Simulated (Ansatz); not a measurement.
A run for Ansatz (an electronic-structure program): R-PBE/def2-TZVPP on C2H7Al (SMILES C[CH2][AlH2]), a point of a torsion scan.

Ansatz 0.2 input:
```yaml
crystal:
  periodic: [false, false, false]
  atoms:
    - {symbol: C, position_ang: [-0.88393571, -0.36259399, 0.59869693]}
    - {symbol: C, position_ang: [-0.52350832, 0.47888144, -0.64327648]}
    - {symbol: Al, position_ang: [-1.54318614, 2.19394427, -0.47503246]}
    - {symbol: H, position_ang: [-1.85002301, -0.84762026, 0.46295846]}
    - {symbol: H, position_ang: [-0.14272580, -1.13746761, 0.79299355]}
    - {symbol: H, position_ang: [-0.95412011, 0.27150261, 1.48725180]}
    - {symbol: H, position_ang: [0.56348613, 0.65970239, -0.63827197]}
    - {symbol: H, position_ang: [-0.70094966, -0.11085433, -1.55189396]}
    - {symbol: H, position_ang: [-1.76456082, 3.25430419, -1.58431171]}
    - {symbol: H, position_ang: [-2.19811888, 2.54152029, 0.88977074]}
basis:
  gaussian:
    orbitals: def2-TZVPP
hamiltonian:
  xc: {name: PBE}
scf: {lower_state_search: off}
```

**Question.** Give the final energy of this run.

**Answer.** -322.6003 hartree.
